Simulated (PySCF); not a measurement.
# Electron correlation in Se (selenium, neutral)

[Ar] 3d10 4s2 4p4, high-spin 3P determinant. Computed with PySCF 2.14 in x2c-TZVPPall, with the spin-free X2C one-electron Hamiltonian (Gaussian nucleus). Frozen: [Ne]; 24 electrons correlated.

```tsv
level	correlation energy (mhartree)
CCSD	-295.76
(T)	-8.36
CCSD(T)	-304.12
```

Diagnostics: T1 = 0.0057, D1 = 0.0269, largest double amplitude 0.047.

**Question.** Is a single reference adequate?

**Answer.** Yes, within this model without spin-orbit coupling: T1 lies below 0.03 and no double amplitude reaches 0.07.

This basis was not built for core-valence correlation, so the inner-shell part is incomplete.
